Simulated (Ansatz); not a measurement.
`C[Se]BF` + H₂Se → `FB[SeH]` + `C[SeH]` at 600 K and 1 bar (ligand exchange at a B–Se bond).

Isolated molecules relaxed with PBE0-D4/def2-TZVP in Ansatz; ΔE leaves out vibrations. CCSD(T)/CBS is the MP2 limit (def2-TZVPP, def2-QZVPP) plus CCSD(T) − MP2 in def2-TZVPP, frozen cores. For Se outer-core shells are correlated without core-valence functions, which leaves a few kJ/mol of doubt a bond. Scalar relativity is left out up to krypton. One conformer a species, not always the lowest.

```csv
species,CCSD(T)/CBS energy (Eh),H − E (kJ/mol),S (J/(mol·K))
`C[Se]BF`,-2565.82397,188.1,393.1
H₂Se,-2401.89790,57.0,244.8
`FB[SeH]`,-2526.56401,96.0,329.4
`C[SeH]`,-2441.15625,149.5,312.9
```

H − E and S are ideal-gas, rigid-rotor, harmonic terms from PBE0-D4/def2-TZVP, for one conformer and one mirror image of each species. 1 Eh = 2625.50 kJ/mol, R = 8.31446 J/(mol·K).

Q: By hand: ΔE, ΔH, ΔS and ΔG.

A: ΔE = (-2526.56401) + (-2441.15625) − (-2565.82397) − (-2401.89790) = 0.00161 Eh = 4.2 kJ/mol. Δ(H − E) = 96.0 + 149.5 − 188.1 − 57.0 = 0.4, so ΔH = 4.6 kJ/mol. ΔS = 329.4 + 312.9 − 393.1 − 244.8 = 4.4 J/(mol·K). ΔG = 4.6 − 600 × (4.4)/1000 = 2.0 kJ/mol.

Q: By hand: the equilibrium constant, and the temperature at which ΔG would vanish if ΔH and ΔS stayed fixed.

A: log₁₀ K = −ΔG/(RT ln 10) = -0.2. ΔG = 0 at ΔH/ΔS = 1045 K, though so small a ΔH makes that figure unsure.

TΔS isn't small against ΔH here. The sign of ΔG lies within the doubt. A doubt of 5 kJ/mol in ΔE shifts log₁₀ K by 0.4 here. Other conformers and mirror images would add mixing entropy, several J/(mol·K) or more a flexible species. These are equilibria of isolated gas molecules and say nothing of rates. Largest T1 diagnostic: 0.012 (customary marks: 0.02 for closed shells, 0.045 for open ones).
